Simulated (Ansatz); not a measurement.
Saddle point of SiH2BrF3, closed shell (SiHF₃ ([F][SiH]([F])[F]) + HBr → SiHBrF₂ ([F][SiH]([F])[Br]) + HF; bonds formed: Si1–Br7, F2–H6; bonds broken: Si1–F2, H6–Br7), PBE0-D4/def2-TZVP structure:

Si1  (-0.547, -0.201, -0.015)
F2  (0.984, -0.640, 0.829)
F3  (-0.356, -1.252, -1.173)
F4  (-1.591, 0.854, -0.595)
H5  (-1.288, -0.656, 1.164)
H6  (1.573, 0.298, 0.356)
Br7  (1.225, 1.596, -0.568)
(Å)

Energies are electronic, without zero-point energy. Barriers and step energies count from the start structure reached by relaxing down the imaginary mode; all methods use the PBE0-D4 structures, on which another method's saddle can fall below an end. Program: Ansatz 0.2.0. Basis: def2-TZVPP, with def2-QZVPP for the basis limit. Cores are frozen in the correlated methods. Filled d shells of the heavier atoms are correlated. The def2 sets are not built for correlating such inner shells, so the correlated values are less sure here. B3LYP uses VWN-RPA correlation. Extrapolation: Hartree–Fock as exp(−7.88 √X), correlation as X^−2.97.

```
      method  barrier (kcal/mol)  step energy (kcal/mol)
       SPW92               23.83                   10.77
      PBE-D4                   ?                   10.76
     BLYP-D4               38.25                   13.80
   r2SCAN-D4               36.72                   13.54
      B97M-V               42.51                   15.18
     PBE0-D4               37.64                   11.59
    B3LYP-D4               41.70                   14.34
  r2SCAN0-D4               40.07                   13.57
    BHLYP-D4                   ?                   15.34
CAM-B3LYP-D4               42.59                   15.74
     wB97X-V                   ?                   13.75
     wB97M-V               39.86                   13.42
      B2PLYP               43.25                   15.12
    PBE-QIDH               41.35                   12.92
  RPA on PBE               44.37                   16.09
          HF               62.03                   18.78
         MP2               42.09                   13.74
        CCSD               47.80                   15.78
     CCSD(T)               44.52                   15.04
```

Q: Fill in the withheld barriers. (Judge from chemistry; the value comes from the calculation.)

A: Computed: BHLYP-D4 47.18; PBE-D4 32.50; wB97X-V 41.48 kcal/mol. Each is the energy of the saddle less that of the start structure, by the same method.

For comparison, the barrier by CCSD(T) at an estimated basis limit (MP2 extrapolated from triple and quadruple zeta, plus CCSD(T) − MP2 in triple zeta) is 42.96 kcal/mol.

The T1 diagnostic stays at or below 0.011.

Labels in which every atom is bracketed show which atoms are joined, not bond orders.

For scale, one of the runs: CCSD(T)/def2-TZVPP, 211 basis functions, launched by `ansatz run in.yaml --threads 8 --pin off --events-out ev --progress --plain --max-ram 19148MiB`. Time: 83 s of wall clock on 8 CPU threads of an Arm Neoverse V1; the host was shared. Peak host memory: 3.2 GiB.
